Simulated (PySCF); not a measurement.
SMILES C(c1sc(-c2cccs2)cc1)=C, GFN2-xTB optimised geometry. Atoms within 1.6 Å of the plane z = 0.8 Å (x, y, z in Å): C1 (2.64, -3.86, 0.00), C2 (1.47, -3.23, 0.00), C3 (1.29, -1.80, 0.00), C4 (2.22, -0.79, 0.00), C5 (1.66, 0.49, 0.00), C6 (0.29, 0.48, 0.00), C7 (-0.60, 1.60, 0.00), C8 (-1.97, 1.60, 0.00), C9 (-2.52, 2.89, 0.00), C10 (-1.58, 3.87, 0.00), S11 (0.02, 3.23, 0.00), S12 (-0.32, -1.15, 0.00), H13 (3.58, -3.33, 0.00), H14 (2.70, -4.93, 0.00), H15 (0.55, -3.80, 0.00), H16 (3.28, -0.97, 0.00), H17 (2.24, 1.40, 0.00), H18 (-2.55, 0.69, 0.00), H19 (-3.58, 3.09, 0.00), H20 (-1.71, 4.93, 0.00).

Method: PBE0/def2-SVP (PySCF).

Map of the log10 of the electron density (e/bohr³), floored at −4 on the plane z = 0.8 Å:

```
|                         |
|                         |
|       .-=-.             |
|       :+*+-::.          |
|      :=*%#*++-.         |
|    .-=+#@%%%#*-         |
|    :+#%%@%@@@#=.        |
|    -+#%@%#%@@*=:        |
|    :=*%@%#%%#+==:       |
|     :=#%@@@%*+**=:      |
|     .=#%%%%%%#%#+:      |
|     .=*#**#@@@@%+-      |
|      :=++*#%%%@%*=:     |
|       :-+#@@##%@%*=.    |
|        -*%@@%%@%%*=.    |
|        :+#@%%@%#*+-     |
|        .-+**#%%*+=-.    |
|         .-=+#%%##*+:    |
|           -+#%@@%#*-    |
|           :+##%%%#+:    |
|           .-==*#%*-.    |
|             .:=**=:     |
|               :-=:      |
|                         |
|                         |
```
Scale: ten equal steps from -4.00 (start of ' ') to -0.892 (end of '@'), in the order ' .:-=+*#%@'; x runs from -7.00 to 7.00, y from -7.00 (bottom) to 7.00 (top).
